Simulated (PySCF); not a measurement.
# Telling isomers of C6H8NOP apart by NMR

PySCF calculation with GFN2-xTB geometry and NMR shieldings at PBE0/pcSseg-1/GIAO; gas phase, rapidly exchanging positions averaged, no relativistic terms, one conformer.

Referencing at the same level of theory: TMS for ¹H, ¹³C. Splittings of carbon signals by F and P are missing where no couplings were computed. Where no couplings were computed, multiplicities follow the n + 1 count of equivalent neighbours, and m marks all less simple cases (inequivalent or close neighbours, rings, F or P nearby). Shifts are as computed. Against solution values, carbons near 30 ppm lie about +3 ppm off and those near 130 ppm about +5 ppm. Of 1211 compounds with measured shifts, 218 miss one by over three times the rms of a fit or turn the order of signals round; such compounds aren't used in these exercises.

(1) Tabulate the signals of `COc1nc(C)ccp1`, `CC(=O)c1cn(C)cp1`, `COc1cnc(C)cp1` and their relative energies.

(2) What is the quickest way to tell COc1nc(C)ccp1 from COc1cnc(C)cp1?

(3) What is the quickest way to tell COc1nc(C)ccp1 from CC(=O)c1cn(C)cp1?

(4) What is the quickest way to tell CC(=O)c1cn(C)cp1 from COc1cnc(C)cp1?

## Answers

(1) 
| SMILES | carbon types | δC | δH | E rel. (kcal/mol) |
| --- | --- | --- | --- | --- |
| COc1nc(C)ccp1 | 2×C 2×CH 2×CH3 | 202.8, 180.4, 162.2, 123.6, 55.1, 28.9 | 9.45 (m, 1H), 7.31 (m, 1H), 4.13 (s, 3H), 2.76 (s, 3H) | 10.1 |
| CC(=O)c1cn(C)cp1 | 2×C 2×CH 2×CH3 | 197.1, 159.3, 152.5, 141.2, 39.4, 31.3 | 8.10 (m, 1H), 7.87 (m, 1H), 3.95 (s, 3H), 2.65 (s, 3H) | 0.0 |
| COc1cnc(C)cp1 | 2×C 2×CH 2×CH3 | 195.0, 158.4, 149.5, 147.2, 60.1, 29.3 | 8.96 (m, 1H), 8.60 (m, 1H), 4.13 (s, 3H), 2.86 (s, 3H) | 18.9 |

Energies are electronic energies at PBE0/pcSseg-1 on these geometries, without zero-point or thermal terms, each for the one conformer computed, which needn't be the lowest.

(2) Both give the same number of carbon signals, with the same numbers of each carbon type, so the positions decide. The first has an aromatic CH at 180.4 ppm, the second an aromatic CH at 149.5 ppm. Their most deshielded carbons lie at 202.8 and 195.0 ppm. In the proton spectra the most deshielded non-exchanging signals are 9.45 (m, 1H) and 8.96 (m, 1H).

(3) Both give the same number of carbon signals, with the same numbers of each carbon type, so the positions decide. The first has an aromatic CH at 180.4 ppm, the second an aromatic CH next to a ring nitrogen at 159.3 ppm. Their most deshielded carbons lie at 202.8 and 197.1 ppm. In the proton spectra the most deshielded non-exchanging signals are 9.45 (m, 1H) and 8.10 (m, 1H).

(4) Both give the same number of carbon signals, with the same numbers of each carbon type, so the positions decide. The first has a methyl carbon bonded to N (CH3) at 39.4 ppm, the second a methyl carbon bonded to O (CH3) at 60.1 ppm. Their most deshielded carbons lie at 197.1 and 195.0 ppm. In the proton spectra the most deshielded non-exchanging signals are 8.10 (m, 1H) and 8.96 (m, 1H).
